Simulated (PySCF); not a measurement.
Electronic absorption of C6H5NO

Compound: C6H5NO.
Cartesian coordinates in Å at the GFN2-xTB level; atoms count from 1:
```
atom  x, y, z in Å
C1     3.7506    1.1318    0.0134
C2     2.6734    0.6005   -0.0749
C3     1.4529    0.0102   -0.1678
C4     0.3731   -0.5231   -0.2615
C5    -0.9269   -1.1359   -0.3412
C6    -1.9813   -0.5012    0.5740
N7    -1.7016    0.7566    0.9724
O8    -2.9956   -1.0830    0.8771
H9     4.6916    1.5871    0.0871
H10   -1.3089   -1.0661   -1.3656
H11   -0.8626   -2.1975   -0.0864
H12   -2.3455    1.2277    1.5855
H13   -0.8236    1.1935    0.7486
```

The calculation used TDDFT B3LYP/def2-SVPD, vertical, gas phase, core orbitals frozen in the response in PySCF 2.14.0, density-fitted response routines.

Question: Predict the UV-vis stick spectrum at this level.

Answer: 

```tsv
state	E (eV)	E (hartree)	f	main configurations (H = HOMO, L = LUMO)
S1	4.66	0.1713	0.0013	H-1→L (45%), H→L (31%), H→L+1 (18%)
S2	4.82	0.1770	0.0007	H-1→L (43%), H→L+1 (39%)
S3	4.85	0.1782	0.0081	H-1→L+1 (46%), H→L (22%), H→L+1 (22%)
S4	5.62	0.2064	0.017	H→L+2 (61%), H-2→L+2 (10%)
S5	5.85	0.2150	0.124	H-2→L (43%), H→L (22%), H-3→L (12%)
S6	5.97	0.2194	0.022	H-2→L+1 (66%), H-3→L+1 (16%), H→L+1 (13%)
S7	6.07	0.2230	0.0055	H-3→L (68%), H-2→L (29%)
S8	6.23	0.2290	0.020	H-3→L+1 (71%), H-2→L+1 (23%)
```

Triplets, Tamm–Dancoff:

```tsv
state	E (eV)	λ (nm)	main configurations (H = HOMO, L = LUMO)
T1	3.85	322.3	H→L (36%), H-1→L+1 (31%), H-2→L (9%)
T2	4.20	295.4	H-1→L (30%), H-1→L+1 (29%), H→L (24%)
T3	4.21	294.6	H-1→L (27%), H→L+1 (27%), H-1→L+1 (21%)
```

The lowest singlet comes at 266 nm (450 kJ/mol) in the ultraviolet; it is very weak; its leading configuration is HOMO-1→LUMO (45%). The strongest level in the table is S5 at 5.85 eV (212 nm, f = 0.124). Löwdin shares by element: HOMO carbon 39% or more, oxygen 32% (atoms not listed hold the other 29%); LUMO carbon 82% or more (atoms not listed hold the other 18%). Orbital energies (eV): HOMO-3 -8.07, HOMO-2 -7.92, HOMO-1 -7.39, HOMO -7.12, LUMO -1.19, LUMO+1 -1.08, LUMO+2 0.01. Of the 8 states listed, 4 reach f = 0.01 and none stays under 0.0005. The listed states span 1.57 eV, and the widest gap between neighbours is 0.77 eV (S3 to S4). Singlets were solved by full linear response, triplets in the Tamm–Dancoff approximation.

One conformer stands for the species.
